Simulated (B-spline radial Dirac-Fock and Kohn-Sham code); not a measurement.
## The B-like isoelectronic sequence (5 electrons), Z = 53 to 63

The computed values come from a radial atomic solver: Dirac-Fock (average of configuration) total-energy differences with a finite nucleus, the Breit interaction including its frequency dependence, and self-energy and vacuum-polarisation corrections. Binding energies in eV, tabulated ground configurations ([He] 2s2 2p1 throughout). Electron correlation is not included.

```tsv
ion	1s	2s	outermost level	NIST ionisation energy
I⁴⁸⁺	37768.9	8982.0	8644.2 (2p)	8867 ± 4
Xe⁴⁹⁺	39302.5	9361.6	9001.8 (2p)	9243 ± 4
Cs⁵⁰⁺	40870.6	9750.4	9367.1 (2p)	9629 ± 4
Ba⁵¹⁺	42473.5	10148.3	9740.2 (2p)	10023 ± 4
La⁵²⁺	44111.5	10555.5	10121.1 (2p)	10426 ± 4
Ce⁵³⁺	45785.0	10972.1	10509.9 (2p)	10840 ± 5
Pr⁵⁴⁺	47494.4	11398.2	10906.7 (2p)	11262 ± 5
Nd⁵⁵⁺	?	?	?	?
Pm⁵⁶⁺	51022.3	12279.4	11724.2 (2p)	12136 ± 5
Sm⁵⁷⁺	52841.5	12734.8	12145.1 (2p)	12588 ± 6
Eu⁵⁸⁺	54698.5	13200.2	12574.1 (2p)	13050 ± 6
```

Question: Fill in the row of Nd⁵⁵⁺.

Answer: 1s 49240.1, 2s 11833.9, outermost 11311.4 (2p), NIST 11694 ± 5 eV.

NIST's values are for the lowest levels; a dash marks a value that is missing or belongs to another shell. Their kind here: theoretical. Where a p, d or f shell is open in either ion the computed value averages over both j values and all terms, while the table refers to the lowest levels; that difference holds spin-orbit splitting (largest in heavy or highly charged ions), term energies where several electrons share open shells, and correlation, and it can reach 10 % or more.
